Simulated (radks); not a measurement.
Charge is removed step by step from the 5d5/2 level of neutral mercury, starting from [Xe] 4f14 5d(3/2: 4, 5/2: 6) 6s2. All-electron calculation, Dirac Kohn-Sham, BLYP, spin-unpolarised, spherical densities, finite nucleus; Fermi nuclear charge, rms radius 5.4648 fm. Program: a radial shooting solver on a logarithmic mesh with Libxc functionals.

removed (e) = 0: E - E(0) (eV) 0.000; eigenvalue (eV) -9.009; E minus straight line (eV) 0.000
removed (e) = 0.25: E - E(0) (eV) 2.587; eigenvalue (eV) -11.707; E minus straight line (eV) -1.060
removed (e) = 0.5: E - E(0) (eV) 5.863; eigenvalue (eV) -14.517; E minus straight line (eV) -1.430
removed (e) = 0.75: E - E(0) (eV) 9.854; eigenvalue (eV) -17.431; E minus straight line (eV) -1.085
removed (e) = 1: E - E(0) (eV) 14.586; eigenvalue (eV) -20.440; E minus straight line (eV) 0.000

Removing the whole electron costs 14.586 eV by Delta-SCF, against 9.009 eV from minus the eigenvalue at the starting occupation. Slater's transition state (half an electron removed) gives 14.517 eV. Integrating minus the eigenvalue over the occupation (Janak's theorem) gives 14.586 eV. The mean slope of the eigenvalue, de/dn, is 11.4 eV per electron.
